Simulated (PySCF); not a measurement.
Simulated C 1s region for `[GeH3][O]B1CCCCC1`, binding energy against the vacuum level.

Every computed line was given a Gaussian of 0.5 eV full width at half maximum and an area set by the number of equivalent atoms; the highest printed point is 100. Theory: delta-SCF UKS SCAN, pcX-2 on the ionised atom, pcseg-1 elsewhere, spin-free X2C (PySCF 2.14.0).

(binding energy (eV), intensity): (288.8, 1), (288.9, 2), (289.0, 6), (289.1, 16), (289.2, 31), (289.3, 50), (289.4, 65), (289.5, 68), (289.6, 59), (289.7, 47), (289.8, 44), (289.9, 57), (290.0, 80), (290.1, 99), (290.2, 100), (290.3, 81), (290.4, 53), (290.5, 28), (290.6, 12), (290.7, 4), (290.8, 1), (290.9, 0)

Question: Count the maxima, the lines and the sites behind this envelope.

Answer: The curve has 2 maxima (at 289.5 and 290.2 eV). Under it lie 3 lines from 3 inequivalent carbon sites. At this width some lines have no maximum of their own.

Question: Decompose the envelope and assign each component. Numbering: `[GeH3:1][O:2][B:3]1[CH2:4][CH2:5][CH2:6][CH2:7][CH2:8]1`.

Answer: 
| position (eV) | relative area | line | atoms | environment |
| --- | --- | --- | --- | --- |
| 289.46 | 2 | C 1s | C4/C8 | sp3 carbon bound to boron |
| 290.15 | 2 | C 1s | C5/C7 | ring CH2 carbon |
| 290.16 | 1 | C 1s | C6 | ring CH2 carbon |

Question: What are the centre and the root-mean-square width of the whole band?

Answer: The area-weighted mean of the lines is 289.88 eV. Their own spread about it is 0.34 eV (rms) and each Gaussian has σ = 0.5/2.355 = 0.21 eV; the variances add, which gives 0.40 eV.

Lowest listed C 1s: C4/C8, bonded to C, 2 H and B. Highest, 0.70 eV above it: C6, bonded to 2 C and 2 H. Summing the Pauling electronegativity differences to the bonded atoms, each weighted by its formal bond order, gives -1.21 for the lowest site and -0.70 for the highest; no listed site has a larger sum than the highest. The values 290.15 and 290.16 eV lie too close for their order to be trusted.

Shake-up satellites, vibrational structure and lifetime widths aren't simulated. Topologically equivalent atoms share the value of their first member; where this conformer doesn't relate them by symmetry, their own values could differ. Isolated species at its PBE0-D3(BJ)/def2-SVP geometry (one conformer only).
